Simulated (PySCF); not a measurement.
Electronic absorption of C3H3F3O

Species: C3H3F3O.
SMILES: `FC(F)[C@]1(F)CO1`

Method used: TDDFT B3LYP/def2-SVPD, vertical, gas phase, core orbitals frozen in the response in PySCF 2.14.0, density-fitted response routines. One conformer (not necessarily the lowest) at the PBE0-D3(BJ)/def2-SVP geometry, without solvent, vibrations or thermal averaging. Torsions of this conformer, `[F:1][CH:2]([F:3])[C@:4]1([F:5])[CH2:6][O:7]1`: F1–C2–C4–F5 179°.

| state | E (eV) | λ (nm) | f | main configurations (H = HOMO, L = LUMO) |
| --- | --- | --- | --- | --- |
| S1 | 8.21 | 150.9 | 0.019 | H→L (51%), H→L+1 (37%) |
| S2 | 8.44 | 146.9 | 0.010 | H→L+1 (51%), H→L (46%) |
| S3 | 8.88 | 139.7 | 0.0038 | H→L+2 (84%) |
| S4 | 8.97 | 138.3 | 0.103 | H-1→L (76%) |
| S5 | 9.06 | 136.8 | 0.018 | H-1→L+1 (51%), H→L+3 (23%), H-1→L (12%) |
| S6 | 9.16 | 135.4 | 0.0075 | H→L+3 (56%), H→L+4 (24%), H-1→L+1 (9%) |

The lowest singlet comes at 151 nm (793 kJ/mol) in the vacuum ultraviolet; it is weak; its leading configuration is HOMO→LUMO (51%). The most intense listed level is S4 at 8.97 eV (138 nm, f = 0.103), 0.75 eV above S1. Löwdin shares by element: HOMO oxygen 53%, carbon 20% or more, fluorine 7% or more (atoms not listed hold the other 20%); LUMO carbon 40% or more, hydrogen 20% or more (atoms not listed hold the other 40%). The listed states span 0.94 eV, and the widest gap between neighbours is 0.44 eV (S2 to S3). Orbital energies (eV): HOMO-3 -11.64, HOMO-2 -10.40, HOMO-1 -9.50, HOMO -8.92, LUMO 0.39, LUMO+1 0.65, LUMO+2 1.01. Weighted by f, the mean energy of these states is 8.86 eV. Only the lowest 6 singlets were computed, as vertical energies without vibronic structure.
